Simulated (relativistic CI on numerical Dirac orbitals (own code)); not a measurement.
**Slater and spin-orbit integrals, Bi XXVIII**

Method of calculation: Dirac-Coulomb-Breit CI, KLI orbitals optimised for each configuration, model QED (radiative potential, 1s self-energy scaled to tabulated hydrogen-like ionisation energies), unscaled Slater integrals (own radial code, finite nucleus).

Slater integrals F^k, G^k are unscaled and averaged over j, outside the closed core [Ar] 3d10; ζ comes from projecting the Hamiltonian with its Breit term on Σ l·s of the shell.

- 4s²4p⁶4d¹⁰4f¹⁰: F^2(4f,4f) = 262570, F^4(4f,4f) = 170230, F^6(4f,4f) = 124180, ζ(4f) = 14155 cm⁻¹; <r>(4f) = 0.3944, <r^2>(4f) = 0.1798 (bohr units).
- 4s²4p⁶4d¹⁰4f⁹5s: F^2(4f,4f) = 265200, F^4(4f,4f) = 172050, F^6(4f,4f) = 125550, ζ(4f) = 14470, G^3(4f,5s) = 38593 cm⁻¹; <r>(4f) = 0.3911, <r^2>(4f) = 0.1767, <r>(5s) = 0.7046, <r^2>(5s) = 0.5531 (bohr units).
- 4s²4p⁶4d¹⁰4f⁸5s²: F^2(4f,4f) = 268030, F^4(4f,4f) = 174010, F^6(4f,4f) = 127020, ζ(4f) = 14789 cm⁻¹; <r>(4f) = 0.3877, <r^2>(4f) = 0.1735 (bohr units).

Averages of the first 10 configurations, taken without configuration mixing, which lowers the lowest level and can move excited configurations by several eV; other configurations of the list can lie among them:

```json
{"Configuration": "4s²4p⁶4d¹⁰4f¹⁰", "Parity": "even", "States": "1001", "Average energy above the lowest level (eV)": "21.6"}
{"Configuration": "4s²4p⁶4d¹⁰4f⁹5s", "Parity": "odd", "States": "4004", "Average energy above the lowest level (eV)": "136.0"}
{"Configuration": "4s²4p⁶4d¹⁰4f⁸5s²", "Parity": "even", "States": "3003", "Average energy above the lowest level (eV)": "261.3"}
{"Configuration": "4s²4p⁶4d⁹4f¹¹", "Parity": "odd", "States": "3640", "Average energy above the lowest level (eV)": "312.7"}
{"Configuration": "4s²4p⁶4d⁸4f¹²", "Parity": "even", "States": "4095", "Average energy above the lowest level (eV)": "606.3"}
{"Configuration": "4s²4p⁵4d¹⁰4f¹¹", "Parity": "even", "States": "2184", "Average energy above the lowest level (eV)": "591.0"}
{"Configuration": "4s²4p⁶4d¹⁰4f⁹6s", "Parity": "odd", "States": "4004", "Average energy above the lowest level (eV)": "461.2"}
{"Configuration": "4s4p⁶4d¹⁰4f¹¹", "Parity": "odd", "States": "728", "Average energy above the lowest level (eV)": "814.8"}
{"Configuration": "4s²4p⁴4d¹⁰4f¹²", "Parity": "even", "States": "1365", "Average energy above the lowest level (eV)": "1160.9"}
{"Configuration": "4p⁶4d¹⁰4f¹²", "Parity": "even", "States": "91", "Average energy above the lowest level (eV)": "1610.8"}
```
